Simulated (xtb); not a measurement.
F2OTa, doublet, geometry from GFN2-xTB (such geometries of metal compounds can be far from the true shape) (the multiplicity is a formal guess); GFN2-xTB (xtb 6.7.1).

xtb was given this input:
```
$ xtb mol.xyz --gfn 2 --chrg 0 --uhf 1 --json

# file mol.xyz
4

Ta     0.00449653    -0.00148257    -0.00089750
O      1.61444879    -0.53230803    -0.32224167
F     -0.66122332    -0.43528196     1.64011204
F     -0.81031412     0.92046997    -1.34639528
```

**Question.** Write the output that xtb gives for this input, abridged.

**Answer.** 
```
   ID    Z sym.   atoms
    1   73 Ta     1
    2    8 O      2
    3    9 F      3, 4

           -------------------------------------------------
          |                Calculation Setup                |
           -------------------------------------------------

           -------------------------------------------------
          |                 G F N 2 - x T B                 |
           -------------------------------------------------

          ...................................................
          :                      SETUP                      :
          :.................................................:
          :  # basis functions                  22          :
          :  # atomic orbitals                  21          :
          :  # shells                            9          :
          :  # electrons                        25          :
          :  max. iterations                   250          :
          :  Hamiltonian                  GFN2-xTB          :
          :  restarted?                      false          :
          :  GBSA solvation                  false          :
          :  PC potential                    false          :
          :  electronic temp.          300.0000000     K    :
          :  accuracy                    1.0000000          :
          :  -> integral cutoff          0.2500000E+02      :
          :  -> integral neglect         0.1000000E-07      :
          :  -> SCF convergence          0.1000000E-05 Eh   :
          :  -> wf. convergence          0.1000000E-03 e    :
          :  Broyden damping             0.4000000          :
          :  net charge                          0          :
          :  unpaired electrons                  1          :
          ...................................................

 iter      E             dE          RMSdq      gap      omega  full diag
   1    -15.4209145 -0.154209E+02  0.887E+00    2.35       0.0  T
   2    -15.5091300 -0.882155E-01  0.850E+00    2.66       1.0  T
   3    -15.6049450 -0.958150E-01  0.586E+00    2.54       1.0  T
   4    -15.6094322 -0.448715E-02  0.528E+00    2.50       1.0  T
   5    -15.6058148  0.361739E-02  0.269E+00    2.54       1.0  T
   6    -15.6094083 -0.359352E-02  0.115E+00    2.50       1.0  T
   7    -15.6098988 -0.490461E-03  0.842E-02    2.49       1.0  T
   8    -15.6098865  0.123266E-04  0.151E-01    2.49       1.0  T
   9    -15.6099013 -0.148780E-04  0.846E-03    2.49       5.9  T
[...]
         :: total energy             -15.581287686165 Eh    ::
[...]
        18                         -0.0430649              -1.1719
        19                          0.0014791               0.0402
        20                          0.4829002              13.1404
        21                          0.5897476              16.0478
      -------------------------------------------------------------
                  HL-Gap            0.0915361 Eh            2.4908 eV
             Fermi-level           -0.4156442 Eh          -11.3103 eV

     #   Z          covCN         q      C6AA      α(0)
     1  73 Ta       2.041     1.177   396.298    48.295
     2   8 O        0.722    -0.450    22.760     6.393
     3   9 F        0.660    -0.364    13.097     4.272
     4   9 F        0.660    -0.364    13.097     4.272

 Mol. C6AA /au·bohr⁶  :        961.057806
 Mol. C8AA /au·bohr⁸  :      97279.535537
 Mol. α(0) /au        :         63.231102

Wiberg/Mayer (AO) data.
largest (>0.10) Wiberg bond orders for each atom

 ---------------------------------------------------------------------------
     #   Z sym  total        # sym  WBO       # sym  WBO       # sym  WBO
 ---------------------------------------------------------------------------
     1  73 Ta   4.262 --     2 O    2.206     3 F    1.028     4 F    1.028
     2   8 O    2.349 --     1 Ta   2.206
     3   9 F    1.131 --     1 Ta   1.028
     4   9 F    1.131 --     1 Ta   1.028
 ---------------------------------------------------------------------------

Topologies differ in total number of bonds
Writing topology from bond orders to xtbtopo.mol

molecular dipole:
                 x           y           z       tot (Debye)
 q only:       -0.350       0.115       0.070
   full:       -1.342       0.443       0.268       3.656
molecular quadrupole (traceless):
                xx          xy          yy          xz          yz          zz
 q only:       -1.697       2.962       4.009       1.240       3.393      -2.313
  q+dip:       -1.923       3.151       4.217       1.336       3.487      -2.295
   full:       -2.389       3.159       4.043       1.406       3.018      -1.654

           -------------------------------------------------
          | TOTAL ENERGY              -15.581287686165 Eh   |
          | GRADIENT NORM               0.000044403115 Eh/α |
          | HOMO-LUMO GAP               2.490824632343 eV   |
           -------------------------------------------------

normal termination of xtb
```
